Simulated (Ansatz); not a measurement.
ClFGeH4OSi (`F[SiH](Cl)[O][GeH3]`) at its PBE0-D4/def2-TZVP geometry, where that method's forces vanish. The species carries charge 0 and has multiplicity 1.

```xyz
9

F     2.0212   -0.3277   -1.4246
Si    0.4420   -0.1743   -1.4696
Cl   -0.3224   -2.0702   -1.4010
O    -0.0775    0.6896   -0.2267
Ge   -0.4623    0.3976    1.4980
H     0.0765    0.4654   -2.7389
H    -0.5121    1.7949    2.1209
H     0.6558   -0.4658    2.0955
H    -1.8212   -0.3096    1.5464
```

(1) What forces (eV/Å) does r2SCAN-D4/def2-TZVPP give on these atoms in Ansatz 0.2.0? (Estimate.)

Results:

(1) Computed: 
```
F1   0.056  0.002  0.000
Si2 -0.022  0.007 -0.073
Cl3 -0.025 -0.062  0.000
O4  -0.019  0.081  0.029
Ge5 -0.018 -0.018  0.070
H6   0.010 -0.009  0.039
H7   0.004 -0.064 -0.033
H8  -0.042  0.033 -0.027
H9   0.056  0.029 -0.005
```
